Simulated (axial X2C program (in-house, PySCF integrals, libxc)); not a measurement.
**NiAs along the bond: M06, scalar-relativistic**

Calculated with an axial X2C code built on PySCF integrals. Spin-free means the one-electron spin-free X2C Hamiltonian. Basis: As dyall-cv3z [9s9p6d4f1g], Ni dyall-cv3z [9s9p6d3f2g] (cores contracted in-house); Gaussian nuclei, density fitting, unrestricted open shells. Masses: As 74.922 u, Ni 57.935 u.

State: M_S = 3/2, Λ = 2 (beyond evenly filled blocks: π+α, π-α, δ+α, δ+β, δ-α). Dipoles are positive if Ni is the positive end.

| R (Å) | μ (D) | HOMO (eV) | LUMO (eV) | ⟨S²⟩ |
| --- | --- | --- | --- | --- |
| 2.071 | 1.754 | -6.15 | -3.10 | 3.766 |
| 2.137 | 1.765 | -6.15 | -3.09 | 3.767 |
| 2.203 | 1.759 | -6.16 | -3.08 | 3.769 |
| 2.280 | 1.736 | -6.18 | -3.08 | 3.770 |
| 2.357 | 1.698 | -6.20 | -3.07 | 3.773 |
| 2.456 | 1.634 | -6.23 | -3.07 | 3.777 |

(1) The minimum lies at 2.211 Å. What is the dipole moment there, and its slope?

One determinant describes the state; a PBE0 search over occupations chose it and may have missed a lower one. PBE0 can misorder states that lie within some tenths of an eV, so this need not be the ground state of the molecule. The nearest other spin-free determinant of the search, M_S = 3/2, Λ = 0, lies 0.07 eV up at the distance of the search. Without a current term, density functionals place determinants with orbital angular momentum somewhat too high.

Answers

(1) At M06, spin-free, with the sign and origin stated: μ = 1.76 D, dμ/dR = -0.22 D/Å.
